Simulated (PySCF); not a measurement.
Excitation energy of Au²⁺ by level of theory

Au²⁺ [Xe] 4f14 5d9 (2D) → Au²⁺ [Xe] 4f14 5d8 6p1 (high-spin determinant), as a difference of total energies. Computed with PySCF 2.14 in ANO-RCC-VTZP, with the spin-free X2C one-electron Hamiltonian (Gaussian nucleus). Correlated levels: valence: [Xe] 4f14 frozen; valence and next inner shell: [Kr] 4d10 4f14 frozen. The calculations carry no spin-orbit coupling.

```tsv
method	excitation energy (cm⁻¹)
UHF	96777
LDA	102390
PBE	100060
PBE0	101040
r2SCAN	99083
PBEsol	100790
BLYP	99607
M06-2X	105030
MP2 (valence)	103840
SCS-MP2 (valence)	104610
MP2 (valence and next inner shell)	103330
SCS-MP2 (valence and next inner shell)	103420
```

A first-order spin-orbit estimate (lowest level to lowest level, LS coupling) adds 0.018 eV.

The basis was made for the ground configuration and has no added diffuse functions, so the excitation energy can come out too high.

The determinant of the upper state mixes LS terms, which raises its energy above the lowest term, most at the Hartree-Fock and MP2 levels.
